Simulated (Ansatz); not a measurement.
Input file for C$_{3}$H$_{11}$InS (`[CH3][In-]([CH3])([CH3])[SH2+]`):

```yaml
crystal:
  periodic: [false, false, false]
  atoms:
    - {symbol: C, position_ang: [-0.772713, 1.301645, -1.562810]}
    - {symbol: In, position_ang: [0.293539, -0.118107, -0.308438]}
    - {symbol: C, position_ang: [2.350136, 0.271090, 0.254513]}
    - {symbol: C, position_ang: [-0.552519, -2.099412, -0.016303]}
    - {symbol: S, position_ang: [-0.936290, 0.924546, 2.154687]}
    - {symbol: H, position_ang: [-0.473131, 1.181493, -2.607131]}
    - {symbol: H, position_ang: [-0.548059, 2.330561, -1.272650]}
    - {symbol: H, position_ang: [-1.852736, 1.146909, -1.508447]}
    - {symbol: H, position_ang: [2.511568, 1.334685, 0.440000]}
    - {symbol: H, position_ang: [2.625258, -0.287407, 1.151180]}
    - {symbol: H, position_ang: [3.023257, -0.034480, -0.550609]}
    - {symbol: H, position_ang: [-1.644473, -2.070117, -0.025835]}
    - {symbol: H, position_ang: [-0.218893, -2.535714, 0.927936]}
    - {symbol: H, position_ang: [-0.232663, -2.768556, -0.819226]}
    - {symbol: H, position_ang: [-1.896787, 1.569773, 1.472909]}
    - {symbol: H, position_ang: [-1.698398, -0.169710, 2.314625]}
basis:
  gaussian: {orbitals: def2-SVP}
correlation: {method: ccsd_t}
```

```sh
$ ansatz run in.yaml --threads 4 --pin off --events-out ev --progress --plain --max-ram 11315MiB
```

Output of Ansatz, abridged:

```
Functional definition: HF
  name "HF"
  cite "Fock, Z. Phys. 61, 126 (1930) doi:10.1007/BF01340294"
  parent pbe
  exchange = exact_x
  correlation = 0
1514 factors; integrals over basis functions are off by at most 1.3e-3 eV
mean field evaluation 1: about -19220.6530 eV, gradient 3.9e1 eV
mean field evaluation 2: about -19220.6682 eV, gradient 3.9e1 eV
mean field evaluation 4: about -19225.0270 eV, gradient 3.1e0 eV
mean field evaluation 8: about -19225.0737 eV, gradient 1.4e-1 eV
mean field evaluation 16: about -19225.0600 eV, gradient 4.5e-1 eV
mean field -19225.07385605 eV, -706.5084329868 hartree, gradient 3.3e-6 eV, S^2 0.000000; 0 other end points of the search recorded, 0 dependent functions left out
12 core orbitals not correlated: weight in the atoms' cores, before any rotation towards them, 1.000 or more for the frozen orbitals, at most 0.000 for the correlated occupied ones
reference -19225.07385605 eV, -706.5084329868 hartree; 21, 21 occupied and 108, 108 virtual orbitals, 1514 factors
second order -18.72870165 eV of doubles, -0.00000000 eV of singles
cycle   1  -20.20531242 eV  change    -1.5e0 eV  update   9.5e-2
cycle   2  -20.77827673 eV  change   -5.7e-1 eV  update   2.9e-2
cycle   3  -20.85744737 eV  change   -7.9e-2 eV  update   9.6e-3
cycle   4  -20.85830858 eV  change   -8.6e-4 eV  update   2.6e-3
cycle   5  -20.85785974 eV  change    4.5e-4 eV  update   7.9e-4
cycle   6  -20.85777167 eV  change    8.8e-5 eV  update   2.5e-4
cycle   7  -20.85777617 eV  change   -4.5e-6 eV  update   7.3e-5
cycle   8  -20.85778568 eV  change   -9.5e-6 eV  update   2.6e-5
perturbative correction -0.59642391 eV, -0.0219181745 hartree
Total energy: -19246.52806565 eV, -707.2968606474 hartree
```

Hardware: 4 threads of an Arm Neoverse V2 on a shared host. Wall time 25 s, peak host memory 1.2 GiB.

The correlation energy is -21.454 eV, 2.8 % of it from (T); the T1 diagnostic reads 0.0085.
